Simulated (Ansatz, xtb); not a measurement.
FH2SeSn+: where a starting geometry ends

The starting geometry of this gas-phase triplet was built from a drawn formula by distance geometry and a force field; its bonds are those of `[F][Sn][SeH2+]`.

| atom | x (Å) | y (Å) | z (Å) |
| --- | --- | --- | --- |
| F | -1.5773 | -0.2016 | 0.7441 |
| Se | 1.3799 | -0.9543 | -1.2681 |
| Sn | -0.9865 | -0.1567 | -1.1223 |
| H | 1.8983 | 0.3312 | -0.6648 |
| H | 1.5147 | -0.3660 | -2.6912 |

**Question.** Predict what becomes of its bonds when it is optimised with r2SCAN-D4/def2-SVP.

**Answer.** It keeps its bonds, and is `[F][Sn][SeH2+]`.

The energy falls by 0.39 eV over 12 steps:

| step | E − E(last) (eV) |
| --- | --- |
| 1 | 0.389 |
| 2 | 0.084 |
| 3 | 0.073 |
| 5 | 0.048 |
| 6 | 0.027 |
| 7 | 0.015 |
| 8 | 0.002 |
| 10 | 0.000 |
| 11 | 0.000 |
| 12 | 0.000 |

Final geometry (Å):

```json
{"atom": "F", "x (Å)": "-1.9667", "y (Å)": "-0.6923", "z (Å)": "0.5653"}
{"atom": "Se", "x (Å)": "1.4384", "y (Å)": "-0.7261", "z (Å)": "-1.1182"}
{"atom": "Sn", "x (Å)": "-1.0414", "y (Å)": "0.3579", "z (Å)": "-0.7754"}
{"atom": "H", "x (Å)": "2.2833", "y (Å)": "0.4938", "z (Å)": "-1.0742"}
{"atom": "H", "x (Å)": "1.5155", "y (Å)": "-0.7807", "z (Å)": "-2.5998"}
```

From the same start GFN2-xTB ends elsewhere, in pieces: FHSn + HSe.

The end wasn't checked by frequencies. Open shells are spin-unrestricted. The triplet needn't be the ground state. Atoms past krypton carry core potentials, without spin–orbit terms. Run with Ansatz 0.2.0, 55 s on 2 threads of Arm Neoverse V2, with other jobs on the host.
